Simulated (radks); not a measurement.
Results of a calculation; reference values are marked as such.
Numerical settings for the iron ion Fe2+, [Ar] 3d6. Level of theory: scalar-relativistic Kohn-Sham, PBE, spin-polarised, spherical densities, point nucleus; open shells are filled with parallel spins first (a radial shooting solver on a logarithmic mesh with Libxc functionals). The defaults (mesh step 0.008 in ln r, mesh end at 40 bohr or more with all orbitals vanishing there, Anderson mixing 0.5 over 9 steps, residual threshold near 1e-9 with the energy settled to 1e-9 hartree or 1e-11 of itself, here a cap of 97 iterations) give E = -1271.6779 hartree and 3d at -23.245 eV in 15 iterations. Run on one thread of a shared host, so times are rough (Arm Neoverse N1): 0.2 s of CPU time, 0.2 s wall, 15 iterations on 2476 mesh points. Changes against that run (0 stands for a change within the tolerance of the run):

setting                    iterations  converged  E (mhartree)  e(3d) (meV)  CPU (s)
mesh step in ln r 0.02             15        yes             0            0     0.09
mesh step in ln r 0.05             15        yes       +0.0121     -0.00311     0.05
mesh step in ln r 0.03             15        yes     +0.000447            0     0.07
mesh end (bohr) 5                  15        yes         +1.71         +101     0.18
mesh end (bohr) 8                  15        yes      +0.00148       +0.183     0.18
residual threshold 1e-13           22        yes             0            0     0.25
residual threshold 0.1             10        yes             0       +0.019     0.15
mixing 0.01                        26        yes             0            0     0.31
linear mixing, mixing 0.5          30        yes             0            0     0.32
linear mixing, mixing 1            97         no     +1.25e+04    -1.58e+05      2.3
mixing history 20                  23        yes             0            0     0.28
iteration cap 3                     3         no         +38.4    -2.03e+03     0.05

Settings that end as converged yet miss the energy by more than 1 mhartree: mesh end (bohr) 5 (+0.00171 hartree). A mesh that ends early acts as a hard wall.
